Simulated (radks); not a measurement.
The nitrogen ion N+, 6 electrons, occupied as [He] 2s2 2p2. Calculated with a radial shooting solver on a logarithmic mesh with Libxc functionals: Dirac Kohn-Sham, BP86, spin-unpolarised, spherical densities, point nucleus; open shells are shared between the two j in proportion to 2j + 1.

Unscreened Slater integrals over Kohn-Sham orbitals (cm^-1). Large and small components are both included.

\begin{tabular}{lr}
integral & value \\ \hline
F0(2p3/2,2p3/2) & 158680 \\
F2(2p3/2,2p3/2) & 72292 \\
F0(2p3/2,2p1/2) & 158750 \\
G2(2p3/2,2p1/2) & 72305 \\
F0(2p3/2,2s1/2) & 158870 \\
G1(2p3/2,2s1/2) & 97350 \\
F0(2p3/2,1s1/2) & 226200 \\
G1(2p3/2,1s1/2) & 24187 \\
F0(2p1/2,2p1/2) & 158820 \\
F0(2p1/2,2s1/2) & 158930 \\
G1(2p1/2,2s1/2) & 97368 \\
F0(2p1/2,1s1/2) & 226440 \\
G1(2p1/2,1s1/2) & 24233 \\
F0(2s1/2,2s1/2) & 160130 \\
F0(2s1/2,1s1/2) & 226510 \\
G0(2s1/2,1s1/2) & 16867 \\
F0(1s1/2,1s1/2) & 902110 \\
\end{tabular}
